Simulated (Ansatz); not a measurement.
Two members of one family (Oligo(thiophene)), computed with Ansatz in the gas phase. Binding counts from free atoms in the multiplicity of their measured ground term, without zero-point energy. Sets without diffuse functions give affinities that are too small. A dash marks a value that wasn't run or was left out as unsound. The structures are stationary points that may keep the symmetry of their start. Remarks come from the PBE and PBE0 runs and from stability tests at other levels; not every state was tested. A HOMO above zero means that the electron is unbound at that level and held by the basis, or that self-interaction error raises the level; the energy of removing that electron tells which.

First: c1csc(-c2ccc(-c3ccc(-c4ccc(-c5cccs5)s4)s3)s2)c1 (singlet, charge 0, PBE-D4/def2-SVP geometry).

| atom | x (Å) | y (Å) | z (Å) |
| --- | --- | --- | --- |
| C1 | 6.707 | -5.394 | -1.243 |
| C2 | 7.633 | -4.964 | -0.311 |
| S3 | 7.045 | -3.616 | 0.601 |
| C4 | 5.522 | -3.610 | -0.268 |
| C5 | 4.499 | -2.639 | 0.048 |
| C6 | 4.511 | -1.623 | 1.004 |
| C7 | 3.321 | -0.860 | 1.033 |
| C8 | 2.369 | -1.275 | 0.098 |
| C9 | 1.055 | -0.747 | -0.158 |
| C10 | 0.104 | -1.152 | -1.098 |
| C11 | -1.089 | -0.393 | -1.060 |
| C12 | -1.079 | 0.612 | -0.089 |
| C13 | -2.101 | 1.570 | 0.243 |
| C14 | -2.081 | 2.587 | 1.201 |
| C15 | -3.271 | 3.349 | 1.244 |
| C16 | -4.234 | 2.930 | 0.324 |
| C17 | -5.557 | 3.470 | 0.104 |
| C18 | -6.292 | 4.318 | 0.932 |
| C19 | -7.563 | 4.662 | 0.394 |
| C20 | -7.801 | 4.078 | -0.837 |
| S21 | -6.461 | 3.113 | -1.354 |
| S22 | -3.640 | 1.563 | -0.597 |
| S23 | 0.442 | 0.601 | 0.782 |
| S24 | 2.979 | -2.636 | -0.824 |
| C25 | 5.509 | -4.628 | -1.221 |
| H26 | 6.886 | -6.237 | -1.923 |
| H27 | 8.634 | -5.363 | -0.106 |
| H28 | 5.370 | -1.446 | 1.665 |
| H29 | 3.148 | -0.019 | 1.719 |
| H30 | 0.280 | -1.983 | -1.795 |
| H31 | -1.947 | -0.566 | -1.723 |
| H32 | -1.211 | 2.772 | 1.845 |
| H33 | -3.428 | 4.204 | 1.915 |
| H34 | -5.925 | 4.657 | 1.910 |
| H35 | -8.289 | 5.313 | 0.900 |
| H36 | -8.691 | 4.161 | -1.474 |
| H37 | 4.650 | -4.809 | -1.882 |

```csv
level,HOMO (eV),LUMO (eV),gap (eV),vertical IE (eV),vertical EA (eV),vertical triplet (eV),binding per atom (eV)
PBE-D4/def2-SVP,-4.47,-2.77,1.70,–,–,–,5.43
PBE-D4/def2-TZVP,-4.50,-2.86,1.64,6.06,1.43,1.50,5.36
r2SCAN-D4/def2-TZVP,-4.60,-2.83,1.77,–,–,–,5.17
PBE0-D4/def2-SVP,-5.24,-2.26,2.98,–,–,–,5.28
PBE0-D4/def2-TZVP,-5.21,-2.30,2.91,6.26,1.34,1.68,5.22
```

Remarks: HOMO above zero (-1 doublet).

Second: c1csc(-c2ccc(-c3ccc(-c4ccc(-c5ccc(-c6cccs6)s5)s4)s3)s2)c1 (singlet, charge 0, PBE-D4/def2-SVP geometry).

Cartesian coordinates in Å:
```
C 0.550 10.114 -3.995
C -0.639 9.766 -4.611
S -1.109 8.147 -4.217
C 0.304 7.911 -3.207
C 0.543 6.664 -2.516
C 1.612 6.328 -1.684
C 1.536 5.014 -1.169
C 0.406 4.310 -1.593
C -0.001 2.966 -1.278
C -1.130 2.260 -1.701
C -1.203 0.947 -1.183
C -0.131 0.615 -0.351
C 0.133 -0.615 0.347
C 1.205 -0.948 1.181
C 1.132 -2.261 1.699
C 0.003 -2.968 1.276
C -0.405 -4.310 1.592
C -1.535 -5.014 1.168
C -1.613 -6.328 1.685
C -0.543 -6.663 2.517
C -0.305 -7.910 3.208
C -1.089 -9.066 3.199
C -0.551 -10.113 3.997
C 0.636 -9.764 4.614
S 1.106 -8.146 4.221
S 0.568 -5.316 2.650
S -0.976 -1.969 0.216
S 0.978 1.967 -0.219
S -0.568 5.314 -2.651
C 1.087 9.065 -3.199
H 1.022 11.099 -4.114
H -1.268 10.369 -5.276
H 2.430 7.025 -1.458
H 2.287 4.575 -0.498
H -1.882 2.697 -2.372
H -2.018 0.245 -1.406
H 2.020 -0.247 1.404
H 1.884 -2.698 2.371
H -2.286 -4.574 0.496
H -2.431 -7.024 1.459
H -2.024 -9.146 2.630
H -1.024 -11.098 4.117
H 1.265 -10.367 5.280
H 2.024 9.146 -2.630
```

Problem. Estimate the same table for the second.

Solution. 
```csv
level,HOMO (eV),LUMO (eV),gap (eV),vertical IE (eV),vertical EA (eV),vertical triplet (eV),binding per atom (eV)
PBE-D4/def2-SVP,-4.40,-2.85,1.54,–,–,–,5.46
PBE-D4/def2-TZVP,-4.43,-2.94,1.49,5.84,1.65,1.37,5.39
r2SCAN-D4/def2-TZVP,-4.52,-2.92,1.60,–,–,–,5.19
PBE0-D4/def2-SVP,-5.14,-2.37,2.77,–,–,–,5.31
PBE0-D4/def2-TZVP,-5.12,-2.41,2.71,6.07,1.54,1.59,5.25
```
